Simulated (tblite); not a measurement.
Record of a relaxation.

C6H9GaSi.
Atom-mapped SMILES: `[CH:1]#[C:2][C@@H:3]([GaH2:4])[SiH2:5][C:6]#[C:7][CH3:8]` (hydrogens: H9 on C1; H10 on C3; H11, H12 on Ga4; H13, H14 on Si5; H15, H16, H17 on C8)

Computed with GFN2-xTB (tblite), gas phase: L-BFGS steps from a force-field or distance-geometry start until the largest atomic force falls under 0.01 eV/Å. 9 of its 207 geometries are shown.

Step 0: E = -548.4338 eV, largest atomic force 2.617 eV/Å
```
atom  x, y, z in Å  |  force x, y, z in eV/Å
C1     -2.477    0.412    1.880    0.232  -0.346  -0.619
C2     -2.100   -0.223    0.914   -0.325   0.694   0.381
C3     -1.618   -1.018   -0.216   -2.130  -0.931   1.202
Ga4    -1.577    0.028   -1.868   -0.454   1.666   0.293
Si5     0.011   -1.757    0.216    0.968  -1.534   0.194
C6      1.230   -0.420    0.355    1.758   1.842   0.207
C7      2.066    0.467    0.458   -0.319  -0.161  -0.112
C8      3.071    1.554    0.591    0.132  -1.235  -0.349
H9     -2.826    0.989    2.721    0.338  -0.570  -0.778
H10    -2.381   -1.844   -0.377    0.542   0.437   0.214
H11    -0.735    1.393   -1.443   -0.038  -0.156  -0.674
H12    -3.088    0.330   -2.445    0.402  -0.083  -0.322
H13    -0.029   -2.577    1.441   -0.050   0.129   0.053
H14     0.384   -2.701   -0.882   -0.003   0.145   0.009
H15     2.689    2.503    0.190    0.025  -0.353   0.440
H16     3.388    1.593    1.650   -0.327   0.314  -0.522
H17     3.984    1.282   -0.003   -0.751   0.141   0.383
```

Step 26: E = -549.1768 eV, largest atomic force 0.059 eV/Å
```
atom  x, y, z in Å  |  force x, y, z in eV/Å
C1     -2.483    0.405    1.883    0.010  -0.020  -0.031
C2     -2.143   -0.296    0.966    0.012   0.013   0.031
C3     -1.678   -1.114   -0.131    0.006   0.000   0.055
Ga4    -1.733    0.284   -1.599   -0.008   0.005  -0.020
Si5     0.066   -1.828    0.229   -0.033   0.049  -0.005
C6      1.261   -0.427    0.343    0.005  -0.011   0.005
C7      2.078    0.454    0.450   -0.010   0.006  -0.002
C8      3.058    1.508    0.578   -0.003   0.006  -0.002
H9     -2.801    1.010    2.681    0.006  -0.033  -0.010
H10    -2.390   -1.929   -0.318   -0.006   0.012   0.006
H11    -0.719    1.479   -1.704    0.038   0.026   0.003
H12    -2.937    0.403   -2.632    0.015  -0.019  -0.009
H13     0.044   -2.568    1.499    0.000  -0.007   0.006
H14     0.435   -2.705   -0.898   -0.010  -0.018  -0.013
H15     2.645    2.451    0.222   -0.012  -0.005  -0.006
H16     3.348    1.621    1.623   -0.013  -0.005   0.003
H17     3.943    1.264   -0.009    0.003   0.002  -0.012
```

Step 52: E = -549.1968 eV, largest atomic force 0.060 eV/Å
```
atom  x, y, z in Å  |  force x, y, z in eV/Å
C1     -2.466    0.334    2.095    0.002   0.016   0.000
C2     -2.116   -0.255    1.109    0.000   0.005  -0.029
C3     -1.692   -0.989   -0.054   -0.003   0.000   0.009
Ga4    -1.519    0.322   -1.609    0.041   0.000   0.044
Si5     0.001   -1.850    0.228   -0.004  -0.003  -0.008
C6      1.265   -0.507    0.272   -0.027   0.019   0.047
C7      2.023    0.426    0.380   -0.007   0.002   0.011
C8      2.946    1.530    0.509    0.005   0.013   0.000
H9     -2.792    0.864    2.941    0.026  -0.016   0.000
H10    -2.453   -1.742   -0.307   -0.014  -0.003  -0.019
H11    -0.514    1.540   -1.696   -0.032  -0.009   0.024
H12    -2.470    0.231   -2.884   -0.007   0.003  -0.041
H13    -0.008   -2.599    1.492    0.012   0.008  -0.005
H14     0.241   -2.740   -0.928    0.009  -0.003   0.006
H15     2.480    2.448    0.153   -0.013  -0.002  -0.038
H16     3.220    1.664    1.555    0.006  -0.032   0.011
H17     3.847    1.337   -0.072    0.007   0.003  -0.011
```

Step 77: E = -549.2183 eV, largest atomic force 0.286 eV/Å
```
atom  x, y, z in Å  |  force x, y, z in eV/Å
C1     -2.353    0.290    2.160    0.017  -0.014  -0.106
C2     -2.119   -0.278    1.125    0.005   0.077   0.096
C3     -1.741   -0.993   -0.064   -0.096   0.255  -0.086
Ga4    -1.391    0.367   -1.574    0.013  -0.116   0.096
Si5    -0.078   -1.879    0.254    0.088  -0.009  -0.049
C6      1.147   -0.499    0.351    0.103   0.073  -0.017
C7      1.904    0.443    0.398   -0.072  -0.151  -0.044
C8      2.853    1.531    0.425    0.007   0.013   0.006
H9     -2.589    0.800    3.048   -0.010  -0.043  -0.067
H10    -2.529   -1.694   -0.358   -0.037  -0.069  -0.022
H11    -0.668    1.760   -1.385   -0.055   0.018   0.013
H12    -1.845    0.114   -3.098    0.028   0.002   0.092
H13    -0.123   -2.619    1.516    0.021  -0.054   0.057
H14     0.227   -2.753   -0.899    0.001   0.016   0.036
H15     2.392    2.437    0.027    0.036  -0.050   0.036
H16     3.191    1.717    1.446   -0.052  -0.003  -0.039
H17     3.716    1.267   -0.188    0.003   0.053  -0.001
```

Step 103: E = -549.3161 eV, largest atomic force 0.079 eV/Å
```
atom  x, y, z in Å  |  force x, y, z in eV/Å
C1     -2.353    0.385    2.106    0.047   0.016   0.015
C2     -2.087   -0.267    1.131   -0.068  -0.040  -0.004
C3     -1.749   -1.017   -0.046    0.011   0.010  -0.007
Ga4    -1.174    0.455   -1.348    0.036   0.041   0.027
Si5    -0.121   -1.986    0.227    0.005  -0.003  -0.019
C6      1.149   -0.634    0.180   -0.037   0.034   0.001
C7      1.859    0.344    0.227   -0.031   0.044  -0.040
C8      2.740    1.490    0.285   -0.003   0.008   0.003
H9     -2.574    0.903    2.990   -0.033   0.014  -0.010
H10    -2.576   -1.669   -0.341    0.020   0.013   0.000
H11    -1.481    1.970   -1.005    0.044  -0.026  -0.006
H12    -0.539    0.212   -2.790   -0.007  -0.008   0.057
H13    -0.084   -2.619    1.551    0.013  -0.046  -0.020
H14     0.093   -2.917   -0.892    0.014  -0.020   0.031
H15     2.222    2.367   -0.103    0.022  -0.005  -0.027
H16     3.028    1.684    1.318   -0.003  -0.027   0.010
H17     3.639    1.311   -0.306   -0.030  -0.004  -0.009
```

Step 129: E = -549.3598 eV, largest atomic force 0.038 eV/Å
```
atom  x, y, z in Å  |  force x, y, z in eV/Å
C1     -2.368    0.335    2.197   -0.014  -0.009  -0.025
C2     -2.130   -0.277    1.190   -0.010  -0.008   0.009
C3     -1.792   -0.967   -0.022    0.011   0.009  -0.014
Ga4    -0.905    0.454   -1.213    0.007   0.001   0.016
Si5    -0.200   -2.003    0.205    0.010  -0.015   0.002
C6      1.041   -0.612    0.110    0.004  -0.001  -0.001
C7      1.725    0.389    0.129    0.016   0.001   0.034
C8      2.633    1.512    0.198    0.005   0.006  -0.019
H9     -2.623    0.830    3.087    0.006   0.013   0.010
H10    -2.641   -1.548   -0.388    0.005   0.001  -0.007
H11    -0.984    1.991   -0.912    0.011  -0.008   0.013
H12    -0.339    0.060   -2.632   -0.005   0.032  -0.010
H13    -0.048   -2.646    1.514   -0.018  -0.026   0.009
H14     0.027   -2.906   -0.931   -0.016  -0.017   0.016
H15     2.147    2.407   -0.194   -0.004  -0.001   0.000
H16     2.921    1.687    1.235   -0.014   0.008  -0.024
H17     3.527    1.305   -0.391    0.008   0.014  -0.009
```

Step 154: E = -549.3818 eV, largest atomic force 0.040 eV/Å
```
atom  x, y, z in Å  |  force x, y, z in eV/Å
C1     -2.405    0.361    2.103    0.002  -0.031  -0.016
C2     -2.127   -0.296    1.134    0.002   0.021   0.019
C3     -1.712   -0.975   -0.064   -0.025  -0.007   0.030
Ga4    -0.744    0.550   -1.046    0.003  -0.003   0.003
Si5    -0.193   -2.087    0.279    0.002  -0.006  -0.014
C6      1.110   -0.750    0.225    0.000   0.008  -0.009
C7      1.701    0.305    0.121   -0.009  -0.011  -0.007
C8      2.530    1.490    0.058    0.009   0.006   0.001
H9     -2.699    0.859    2.979   -0.004  -0.016  -0.013
H10    -2.548   -1.515   -0.515    0.008   0.023  -0.006
H11    -0.845    2.008   -0.487   -0.005   0.005  -0.013
H12    -0.159    0.419   -2.506   -0.001   0.009   0.006
H13    -0.160   -2.718    1.601   -0.008  -0.001   0.001
H14     0.033   -3.031   -0.825    0.013   0.009   0.022
H15     1.958    2.308   -0.386   -0.007  -0.002  -0.019
H16     2.837    1.781    1.062    0.017   0.006   0.014
H17     3.416    1.304   -0.549    0.003  -0.010   0.000
```

Step 180: E = -549.3860 eV, largest atomic force 0.029 eV/Å
```
atom  x, y, z in Å  |  force x, y, z in eV/Å
C1     -2.463    0.271    2.137   -0.013   0.006   0.013
C2     -2.155   -0.310    1.131   -0.006   0.004   0.004
C3     -1.695   -0.939   -0.077   -0.016  -0.011   0.003
Ga4    -0.697    0.602   -1.001   -0.003   0.007  -0.001
Si5    -0.206   -2.073    0.315    0.026  -0.003  -0.013
C6      1.117   -0.754    0.275    0.009   0.009  -0.002
C7      1.706    0.296    0.119   -0.008  -0.011  -0.005
C8      2.539    1.474   -0.012    0.004  -0.006  -0.009
H9     -2.784    0.722    3.029   -0.015   0.009   0.007
H10    -2.515   -1.458   -0.580   -0.011  -0.002  -0.007
H11    -0.820    2.060   -0.441    0.002  -0.008   0.017
H12    -0.086    0.508   -2.450    0.003  -0.003  -0.013
H13    -0.232   -2.686    1.645    0.003   0.001   0.009
H14     0.051   -3.037   -0.762    0.005  -0.002  -0.005
H15     1.968    2.256   -0.520    0.010   0.010  -0.011
H16     2.837    1.836    0.973    0.007   0.000   0.006
H17     3.429    1.244   -0.597    0.003   0.001   0.009
```

Step 206: E = -549.3939 eV, largest atomic force 0.008 eV/Å
```
atom  x, y, z in Å  |  force x, y, z in eV/Å
C1     -2.740    0.131    2.138    0.000  -0.004   0.000
C2     -2.284   -0.368    1.145   -0.001   0.000  -0.003
C3     -1.685   -0.910   -0.045   -0.002  -0.005  -0.003
Ga4    -0.685    0.687   -0.874    0.002   0.006   0.000
Si5    -0.182   -2.021    0.374   -0.001   0.001  -0.003
C6      1.160   -0.724    0.270    0.003   0.005  -0.003
C7      1.785    0.295    0.059   -0.002  -0.007  -0.004
C8      2.651    1.438   -0.148    0.001  -0.001  -0.002
H9     -3.175    0.522    3.009    0.001   0.002   0.002
H10    -2.437   -1.431   -0.644    0.002   0.000   0.003
H11    -0.756    2.094   -0.189    0.001  -0.001  -0.001
H12    -0.130    0.706   -2.349   -0.002   0.001   0.000
H13    -0.193   -2.587    1.725   -0.002   0.001   0.008
H14     0.066   -3.019   -0.673   -0.001  -0.003   0.000
H15     2.146    2.151   -0.807    0.001   0.003   0.001
H16     2.865    1.924    0.803    0.002   0.003   0.006
H17     3.587    1.124   -0.611   -0.002   0.000   0.000
```

**Question.** Summarise the path.

**Answer.** The energy falls by 22.14 kcal/mol from step 0 to step 206; nine tenths of that is first reached at step 97. It falls at every step. The largest force goes from 2.617 to 0.008 eV/Å. Among the bonds C3–Ga4 changes most, from 1.956 to 2.058 Å; the atoms move by 1.049 Å rms after alignment.

What follows is the cost of the whole relaxation. On one thread of an Arm Neoverse V2, no GPU, on a shared host, this took 1.6 s of wall time.
